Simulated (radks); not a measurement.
Results of a calculation; reference values are marked as such.
Problem. The zinc ion Zn3+ is in [Ar] 3d(3/2: 4, 5/2: 5). Code: a radial shooting solver on a logarithmic mesh with Libxc functionals. Model: Dirac Kohn-Sham, relativistic LDA (MacDonald-Vosko exchange, VWN5 correlation), spin-unpolarised, spherical densities, finite nucleus; Fermi nuclear charge, rms radius of each element as measured or else 0.836 A^(1/3) + 0.57 fm. Sub-shells are occupied by j as written (lower j first in brackets). One electron is removed from 3p3/2, 3p1/2, 3d3/2, 3d5/2 in turn, with full relaxation. Which removal costs least, and what does each cost?

Solution. 3d5/2 61.993 eV; 3d3/2 62.424 eV; 3p3/2 135.78 eV; 3p1/2 138.98 eV. The 3d5/2 electron leaves first.
